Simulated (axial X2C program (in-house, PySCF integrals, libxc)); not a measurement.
Nuclear properties of CuCN⁺

Calculated with an in-house all-electron X2C program for linear molecules (integrals from PySCF): two-component X2C with atomic mean-field Coulomb and Gaunt terms, Gaussian nuclei, basis Cu dyall-v3z, C dyall-v3z, N dyall-av3z with contracted cores.

Cu–C–N held linear, with bonds 1.826 and 1.157 Å (near the PBE0 minimum at charge 1 of the determinant lowest at the starting distance; the state shown can have its own minimum elsewhere, held linear; other orders of the atoms were not compared).

Input and command:
```json
{"zs": [29, 6, 7], "q": 1, "bas": ["dyall-v3z", "dyall-v3z", "dyall-av3z"], "r0": [1.82, 1.16], "symm": 0, "scan": ["PBE0", "HF", "PBE"], "levels": ["PBE0", "HF", "PBE"], "nst": 2}
```
```bash
python solin.py task.json out
```

Keys: zs atomic numbers; q charge; bas basis sets; r0 starting distance in Å; symm equal bonds; scan levels of the two-bond scan; levels methods; nst determinants followed.

Determinant lowest in the PBE0 search, Ω = 1/2 (⟨Sz⟩ = 0.48, ⟨Lz⟩ = 0.02 at PBE0), spin on the atoms Cu 0.30, C 0.08, N 0.10:

| level | Eeff magnitude (GV/cm) | Ws magnitude Cu (kHz) | A∥/gI Cu (MHz) | qzz Cu (a.u.) | A∥/gI C (MHz) | qzz C (a.u.) | A∥/gI N (MHz) | qzz N (a.u.) |
| --- | --- | --- | --- | --- | --- | --- | --- | --- |
| PBE0 | 0.808 | 0.577 | 1430 | 1.45 | 20.8 | -0.17 | 104 | -0.61 |
| PBE | 0.697 | 0.501 | 1500 | 1.23 | 3.51 | -0.15 | 264 | -0.27 |

Determinant 0.22 eV from it at PBE0 and this distance, Ω = 3/2 (⟨Sz⟩ = 0.50, ⟨Lz⟩ = 1.00 at PBE0), spin on the atoms Cu 0.20, C 0.05, N 0.25:

| level | Eeff magnitude (GV/cm) | Ws magnitude Cu (kHz) | A∥/gI Cu (MHz) | qzz Cu (a.u.) | A∥/gI C (MHz) | qzz C (a.u.) | A∥/gI N (MHz) | qzz N (a.u.) |
| --- | --- | --- | --- | --- | --- | --- | --- | --- |
| PBE0 | 0.0696 | 0.00701 | 258 | 0.17 | 25.2 | -0.67 | 58.4 | -1.49 |
| HF | 0.162 | 0.0238 | 288 | -0.57 | 33.3 | -0.88 | 57.5 | -1.62 |
| PBE | 0.0528 | 0.00478 | 247 | 0.59 | 25.7 | -0.59 | 56.4 | -1.40 |

Eeff is the effective electric field on the electron electric dipole moment in this Ω state and Ws the scalar–pseudoscalar constant of the nucleus named (defined with the proton number Z and per Ω); A∥ (defined per Ω) follows by multiplying with gI = μI/(I μN); qzz is the electric field gradient, eQq0 = 234.96 MHz × Q/barn × qzz. The operators were transformed with the bare-nucleus X2C matrices; with these basis sets, hyperfine constants and field gradients can be off by tens of per cent, and where levels differ in sign neither size nor sign is settled.

Task: With gI(63Cu) = 1.4824, Q(63Cu) = -0.22 barn (g factors from the IAEA table of nuclear moments by Stone; Q from Pyykkö, Mol. Phys. 2018), turn the PBE0 values of the first state into constants in MHz.

Result: A∥(63Cu) = 1430 × 1.4824 = 2120 MHz; eQq0(63Cu) = 234.96 × (-0.22) × (1.45) = -75 MHz.

The molecule was held linear; bending was not examined, so a bent shape may lie lower.

Each state is one determinant with collinear spin. Unrestricted Hartree–Fock can overshoot spin polarisation at the nuclei. Where Eeff spreads by more than a factor of two the levels disagree and none is to be relied on. Left out as unconverged or as another state under the same occupation: HF in at least one table. States lie within half an eV, so the first need not be the ground state. Where a field gradient or hyperfine factor spreads by more than a factor of two over the levels, a constant derived from it is not to be relied on. PBE0 term energies can be off by some tenths of an eV.
